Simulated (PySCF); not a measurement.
Rh: electron affinity

Rh⁻ [Kr] 4d8 5s2 (3F) → Rh [Kr] 4d8 5s1 (4F), as a difference of total energies. All numbers are calculated (PySCF 2.14, a scalar-relativistic core potential, in aug-cc-pVDZ-PP with ECP28MDF). Correlated levels: valence: 4s2 4p6 frozen. The calculations carry no spin-orbit coupling.

| method | electron affinity (eV) | difference from reference (eV) |
| --- | --- | --- |
| UHF | -0.090 | -1.233 |
| LDA | 1.426 | +0.283 |
| PBE | 1.152 | +0.009 |
| PBE0 | 0.917 | -0.226 |
| r2SCAN | 1.032 | -0.111 |
| wB97M-V | 0.994 | -0.149 |
| M06-2X | 1.135 | -0.008 |
| r2SCAN0 | 0.895 | -0.248 |
| BP86 | 1.295 | +0.152 |
| MP2 (valence) | 0.706 | -0.437 |
| SCS-MP2 (valence) | 0.779 | -0.364 |

Reference: 1.143 eV (measured; photodetachment measurements, as compiled on the Wikipedia data page of electron affinities).

The reference lies between the lowest fine-structure levels, while these numbers refer to the centres of the terms.

Errors of the correlated levels include the incompleteness of this basis and the frozen core.

A negative affinity means that the anion lies above the atom at that level of theory.

In the anion the highest occupied orbital energy is positive at LDA, PBE, PBE0, r2SCAN, M06-2X, r2SCAN0, BP86, a self-interaction effect; the basis confines that electron, and the energy difference can still be sensible.
